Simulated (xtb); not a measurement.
CH₄BFO₂, SMILES COB(O)F. All values are semi-empirical tight-binding results from xtb (GFN2-xTB unless named), good for trends rather than for accurate numbers. Geometry: GFN2-xTB. The values are those of a single conformer.

Computed properties:
```
Item                                             Value
---------------------------------------  -------------
point group as xtb finds it                         Cs
orbital gap                                    8.07 eV
dipole moment                                   2.32 D
zero-point energy                        38.6 kcal/mol
G − E(el) at 298.15 K (modified RRHO)    20.2 kcal/mol
static polarisability (D4 model)            40.1 bohr³
solvation energy, GFN2-xTB/ALPB(water)   -7.1 kcal/mol
solvation energy, GFN2-xTB/ALPB(hexane)  -3.0 kcal/mol
```

Computed IR lines (harmonic; lines under 4 % of the strongest left out, lines within 3 cm⁻¹ merged):
ν (cm⁻¹): 394 (w), 502 (w), 573 (s), 933 (m), 1247 (vs), 1365 (s), 1426 (s), 1463 (w), 3645 (w) (against the strongest line: vs over 80 %, s over 45 %, m over 15 %, w over 4 %, vw less)
